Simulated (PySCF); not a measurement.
(GeH3)2PPF2, F2Ge2H6P2.
Numbering: `[F:1][P:2]([F:3])[P:4]([GeH3:5])[GeH3:6]` (hydrogens: H7, H8, H9 on Ge5; H10, H11, H12 on Ge6)

Cartesian coordinates in Å at the PBE0-D3(BJ)/def2-SVP level; atoms count from 1:
```xyz
12
F2Ge2H6P2 angstrom
F      2.7246   -1.3787    1.2494
P      1.1104   -1.3695    1.2579
F      0.8596   -2.8742    0.7151
P      0.7971   -0.3462   -0.7000
Ge    -1.4962   -0.7851   -0.6477
Ge     0.6817    1.7910    0.2321
H     -2.2219    0.4201   -1.2673
H     -1.9760   -0.9941    0.8036
H     -1.7560   -2.0553   -1.4680
H      0.0814    1.7574    1.6519
H     -0.2024    2.6435   -0.6916
H      2.1049    2.3671    0.2859
```

Computed with PySCF 2.14.0, PBE0-D3(BJ)/def2-SVP geometry optimisation, gas phase.

Take the most abundant isotopes and a rigid rotor. The values belong to one conformer with, in the numbering `[F:1][P:2]([F:3])[P:4]([GeH3:5])[GeH3:6]`, F1–P2–P4–Ge5 171°.

Problem. Give the principal moments of inertia and the rotational constants in MHz.

Solution. Ia = 552.69, Ib = 597.59, Ic = 1058.83 u·Å²; 505379 MHz·u·Å²/I gives A = 914.4, B = 845.7, C = 477.3 MHz.

Problem. Classify the top.

Solution. An asymmetric top; Ray's κ = 0.686.

Problem. What does the inertial defect say?

Solution. Not planar: Δ = Ic − Ia − Ib = -91.45 u·Å². For a rigid frame Δ = −2 Σ m c², so Σ m c² = 45.72 u·Å² lies off the ab plane: 5.85 from hydrogen and 39.87 from heavier atoms. The atom farthest from that plane is 1.65 Å away.

Problem. Where do the levels up to J = 2 lie, in cm⁻¹?

Solution. Above 0(0,0):
J = 1: 1(0,1) 0.0441, 1(1,1) 0.0464, 1(1,0) 0.0587
J = 2: 2(0,2) 0.1221, 2(1,2) 0.1224, 2(1,1) 0.1593, 2(2,1) 0.1661, 2(2,0) 0.1764
The levels of one J sum to (2J + 1)J(J + 1)(A + B + C)/3.

Problem. Which lines would a microwave search look for?

Solution. The dipole components are |μa| = 1.47 D, |μb| = 1.68 D, |μc| = 1.03 D. The squared components, which scale the intensities, stand as 0.77 : 1.00 : 0.38 (a : b : c). Some lines, for components of 0.1 D or more:

```tsv
type	branch	J(Ka,Kc)	MHz	lower level (cm⁻¹)
a	Q	2(2,0) ← 2(2,1)	308	0.166
a	Q	1(1,0) ← 1(1,1)	368	0.046
b	Q	1(1,0) ← 1(0,1)	437	0.044
b	Q	2(2,0) ← 2(1,1)	515	0.159
a	Q	2(1,1) ← 2(1,2)	1105	0.122
b	Q	2(1,1) ← 2(0,2)	1114	0.122
b	Q	2(2,1) ← 2(1,2)	1311	0.122
a	R	1(0,1) ← 0(0,0)	1323	0.000
b	R	1(1,1) ← 0(0,0)	1392	0.000
c	R	1(1,0) ← 0(0,0)	1760	0.000
b	R	2(0,2) ← 1(1,1)	2269	0.046
a	R	2(1,2) ← 1(1,1)	2278	0.046
a	R	2(0,2) ← 1(0,1)	2338	0.044
b	R	2(1,2) ← 1(0,1)	2346	0.044
a	R	2(1,1) ← 1(1,0)	3014	0.059
b	R	2(2,1) ← 1(1,0)	3220	0.059
c	R	2(1,1) ← 1(0,1)	3451	0.044
c	R	2(2,0) ← 1(1,0)	3529	0.059
c	R	2(2,1) ← 1(1,1)	3589	0.046
b	R	2(2,0) ← 1(1,1)	3897	0.046
```

Problem. Estimate the classical rotational partition function at 10 K, 25 K and 100 K.

Solution. Point group C1, symmetry number σ = 1; q = (√π/σ)·√((kT/h)³/(ABC)), k/h = 20836.6 MHz/K: 8770 at 10 K, 34700 at 25 K, 277000 at 100 K.

No PBE0-D3(BJ)/def2-SVP frequencies stand behind this structure, so it isn't proved a minimum. Zero-point vibration and centrifugal distortion are left out. A rigid rotor knows nothing of internal rotation, which can split or shift real lines.
